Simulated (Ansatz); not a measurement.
Mulliken charges of `[NH]=[V]([OH])([OH])[Cl]` from r2SCAN/def2-TZVPP in Ansatz (PBE0-D4/def2-TZVP geometry).

```tsv
atom	x (Å)	y (Å)	z (Å)	charge (e)
N1	-0.892	1.097	0.453	-0.561
V2	0.103	0.054	-0.237	1.101
O3	1.634	0.195	0.640	-0.417
O4	-0.545	-1.574	-0.113	-0.448
Cl5	0.363	0.589	-2.325	-0.295
H6	-1.473	1.844	0.809	0.183
H7	2.284	-0.481	0.410	0.204
H8	-1.383	-1.782	0.307	0.232
```

By hand: the dipole of these point charges (1 e Å = 4.8032 D).

Σ q r = (-0.055, -0.280, 0.257) e Å, of length 0.384 e Å = 1.84 D.

How does the dipole of the full density compare? (Best estimate.)

Ansatz gave: (-0.271, -0.175, 0.389) e Å, 2.43 D; the point charges give 0.76 times that, at 32° from its direction.

Point charges leave out the atoms' own dipoles, such as those of lone pairs, and Mulliken's split depends on the basis, so the two needn't agree.
